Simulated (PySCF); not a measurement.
Radial density of Xe (xenon, neutral)

UHF, [Kr] 4d10 5s1 5p6 6p1, high-spin 3P determinant (an excited configuration). All numbers are calculated (PySCF 2.14, a scalar-relativistic core potential, in aug-cc-pVQZ-PP with ECP28MDF (7s7p5d3f2g, 92 functions)). This is the valence pseudo-density: the core potential removes the inner electrons and smooths the orbitals near the nucleus.

| r (bohr) | 4πr²ρ (e/bohr) | 4πr²(ρα − ρβ) |
| --- | --- | --- |
| 0.00117 | 1.512e-05 | 0.0000 |
| 0.00197 | 4.212e-05 | 0.0000 |
| 0.00331 | 0.0001143 | 0.0000 |
| 0.00556 | 0.0002919 | 0.0000 |
| 0.00935 | 0.0006747 | 0.0001 |
| 0.0157 | 0.001400 | 0.0002 |
| 0.0265 | 0.002388 | 0.0003 |
| 0.0445 | 0.003348 | 0.0004 |
| 0.0749 | 0.005797 | 0.0004 |
| 0.126 | 0.03205 | 0.0004 |
| 0.212 | 0.3549 | 0.0027 |
| 0.356 | 4.926 | 0.0609 |
| 0.599 | 26.96 | 0.2044 |
| 1.01 | 15.69 | 0.1159 |
| 1.70 | 5.177 | 0.9470 |
| 2.85 | 1.806 | 0.0636 |
| 4.80 | 0.1947 | 0.1003 |
| 8.07 | 0.1659 | 0.1656 |
| 13.6 | 0.001545 | 0.0015 |

Energies and moments cover only the electrons outside the core potential. The outer electron is Rydberg-like, and this basis confines it to a smaller radius and binds it less than a complete one would.
